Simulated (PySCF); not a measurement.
Species: C8H8.
Z-matrix (Å and degrees, PBE0-D3(BJ)/def2-SVP geometry), rows numbered from 1:
```
C 
C   1  1.3563
C   2  1.4627  1  118.98
C   3  1.3539  2  131.13  1   180.00
C   4  1.4450  3  129.97  2    -0.01
C   5  1.3547  4  127.88  3     0.04
C   6  1.4451  5  127.87  4    -0.03
C   7  1.3539  6  129.96  5    -0.03
H   1  1.0921  2  121.27  3  -179.99
H   1  1.0921  2  121.29  3     0.01
H   3  1.0953  2  113.31  1    -0.01
H   4  1.0945  3  115.45  2  -180.00
H   5  1.0941  4  115.25  3  -179.99
H   6  1.0941  5  116.86  4   179.97
H   7  1.0945  6  114.57  5  -179.99
H   8  1.0953  2  113.29  1    -0.00
```

Computed, not measured: TDDFT wB97X-D/def2-SVPD, vertical, gas phase, core orbitals frozen in the response (PySCF).

Frontier orbitals with the atoms that hold most of them (Löwdin shares over 4%, at most four atoms; ? is withheld):

```json
{"orbital": "LUMO+2", "ε (eV)": "2.40", "atoms": "C1 10%, C5 9%, C6 9%, C4 8%"}
{"orbital": "LUMO+1", "ε (eV)": "0.82", "atoms": "C1 26%, C2 17%, C7 12%, C4 12%"}
{"orbital": "LUMO", "ε (eV)": "?", "atoms": "?"}
{"orbital": "HOMO", "ε (eV)": "-7.23", "atoms": "?"}
{"orbital": "HOMO-1", "ε (eV)": "-10.17", "atoms": "C4 21%, C7 21%, C8 17%, C3 17%"}
{"orbital": "HOMO-2", "ε (eV)": "-10.67", "atoms": "C2 21%, C6 19%, C5 19%, C1 14%"}
{"orbital": "HOMO-3", "ε (eV)": "-11.37", "atoms": "C8 14%, C3 14%, C2 11%, C6 8%"}
```

**Question.** Which atoms hold the HOMO, and with what shares?

**Answer.** C1 (bonded to C and 2 H) 23%; C2 (bonded to 3 C) 11%; C6 (bonded to 2 C and H) 11%; C5 (bonded to 2 C and H) 11%.

**Question.** Give the leading atoms of the LUMO.

**Answer.** C6 (bonded to 2 C and H) 16%; C5 (bonded to 2 C and H) 16%; C3 (bonded to 2 C and H) 16%; C8 (bonded to 2 C and H) 16%.

**Question.** What is the LUMO energy, and the HOMO–LUMO gap?

**Answer.** ε(LUMO) = -0.18 eV; the gap is 7.05 eV (0.2591 hartree).

**Question.** The HOMO–LUMO gap is 7.05 eV. Where does the response calculation put the lowest singlet, and from which orbitals?

**Answer.** S1 is at 2.82 eV (f = 0.014), 4.24 eV below the gap, made of HOMO→LUMO (99%). 

**Question.** Give energy, strength and leading configuration of S1, S2, S4 and S7, and follow the Löwdin shares of the leading atoms from the occupied to the empty orbital.

**Answer.** 
- S1 (2.82 eV, f 0.014), HOMO→LUMO (99%): C1 23% → at most 17%, C2 11% → at most 17%, C6 11% → 16%, C5 11% → 16%
- S2 (4.57 eV, f 0.344), HOMO→LUMO+1 (88%): C1 23% → 26%, C2 11% → 17%
- S4 (6.13 eV, f 0.638), HOMO-1→LUMO (83%): C4 21% → at most 17%, C7 21% → at most 17%, C6 at most 18% → 16%, C5 at most 18% → 16%
- S7 (6.38 eV, f 0.074), HOMO-2→LUMO (80%): C2 21% → at most 17%, C6 19% → 16%, C5 19% → 16%

Hardware: one thread of an Arm Neoverse V1, no GPU (shared host). Cost: 1.8 min.
